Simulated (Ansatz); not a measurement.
Gas-phase electronic energies from Ansatz, PBE0-D4/def2-TZVP geometries. CCSD(T)/CBS is the MP2 limit (def2-TZVPP, def2-QZVPP) plus CCSD(T) − MP2 in def2-TZVPP, frozen cores. This one scheme is used for every species. DFT in def2-TZVPP. One conformer a species, not always the lowest.

`O[Si](Cl)(Cl)Cl` + `O[SiH3]` → `O[Si](Cl)(Cl)O[SiH3]` + HCl  (ligand exchange at the Si–Cl bond)

`O[Si](Cl)(Cl)Cl`:

Cartesian coordinates in Å:
```
O -1.156 0.142 -0.683
Si 0.174 0.084 0.234
Cl 0.440 -1.765 1.031
Cl 1.834 0.539 -0.844
Cl -0.082 1.437 1.707
H -1.210 -0.438 -1.445
```

`O[SiH3]`:

Z-matrix (Å, degrees):
```
Si
O 1 1.648
H 1 1.489 2 111.7
H 1 1.489 2 111.7 3 120.9
H 1 1.481 2 105.9 3 -119.6
H 2 0.957 1 117.9 3 -60.5
```

`O[Si](Cl)(Cl)O[SiH3]`:

Z-matrix (Å, degrees):
```
Si
Cl 1 2.039
Cl 1 2.039 2 107.2
O 1 1.616 2 111.0 3 121.4
O 1 1.597 2 110.4 3 -120.2
H 4 0.958 1 118.4 2 -59.1
Si 5 1.645 1 148.9 2 60.9
H 7 1.483 5 109.4 1 -62.6
H 7 1.481 5 107.4 1 177.7
H 7 1.483 5 109.5 1 57.9
```

HCl:

```xyz
2

Cl   -0.631    0.088   -0.051
H     0.631   -0.088    0.051
```

```csv
level,ΔE (kJ/mol)
ωB97M-V,-36.0
r2SCAN,-33.8
```

(1) What does CCSD(T)/CBS give? (Best estimate.)

Largest T1 diagnostic among the species: 0.011.

Answers

(1) Ansatz gave: -39.6 kJ/mol. The listed levels differ from it by 3.6, 5.8 kJ/mol.

In def2-TZVPP, CCSD(T) changes the Hartree–Fock value by +8.5 kJ/mol (the triples alone add +2.4 kJ/mol) and MP2 by +14.0 kJ/mol. The D4 term adds −5.0 kJ/mol with B3LYP and −3.4 kJ/mol with PBE0; it sums over pairs of atoms, weighted by their polarisabilities, and B3LYP, whose exchange is more repulsive, gets the larger term.

B3LYP here is the variant with VWN-RPA as its local correlation; programs differ in this.
